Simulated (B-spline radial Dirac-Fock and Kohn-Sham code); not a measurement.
## Atomic SCF run for Tm

ΔSCF core binding energies without Breit or QED terms, calculated with a radial finite-basis atomic code. Keys: rel is the Hamiltonian (dirac, or spin-free x2c and nr, where L3 and M5 stand for the whole 2p and 3d shells), method is hf or an exchange,correlation pair (spin-unpolarised, also for the hole states), nuc the nuclear model, radius_factor scales its radius, rmax is the box in bohr, h the logarithmic mesh step, order the B-spline order, points the quadrature points per cell, c_factor scales the speed of light, and damp, ndamp, maxit and tol steer the iteration. The run stops when the commutator error falls below 10·tol·max(1, Z/10), or the numerical noise floor, and the energy has settled to about 1e-8 Ha; the virial ratio is −V/T.

Input (task.json):

```json
{"items": [{"Z": 69, "q": 0, "cfg": [[1, 0, 2], [2, 0, 2], [2, 1, 6], [3, 0, 2], [3, 1, 6], [3, 2, 10], [4, 0, 2], [4, 1, 6], [4, 2, 10], [4, 3, 13], [5, 0, 2], [5, 1, 6], [6, 0, 2]], "A": 169, "rrms": 5.2256, "do": "settings", "holes": ["K", "L3", "M5"],
  "settings": [{"rel": "dirac", "method": "hf", "nuc": "fermi", "radius_factor": 1.0, "rmax": 45.0, "h": 0.3, "order": 8, "points": 10, "c_factor": 1.0, "maxit": 60, "damp": 0.5, "ndamp": 3, "tol": 1e-08, "cfg": "1s2 2s2 2p6 3s2 3p6 3d10 4s2 4p6 4d10 4f13 5s2 5p6 6s3"}]}]}
```

Command: `python xray2_run.py task.json out`

The program stops without a result: overfilled shell.

Q: One setting is unsound. Which, and why?

A: cfg puts more electrons in a shell than it can hold. With the default settings (Dirac Hartree-Fock): The ground state converged in 13 iterations, with total energy -13574.29176 Ha, virial ratio 1.90347 and highest orbital energy -5.29 eV. ΔSCF binding energies: K (1s) 59662.9 eV, L3 (2p3/2) 8669.2 eV, M5 (3d5/2) 1469.8 eV.
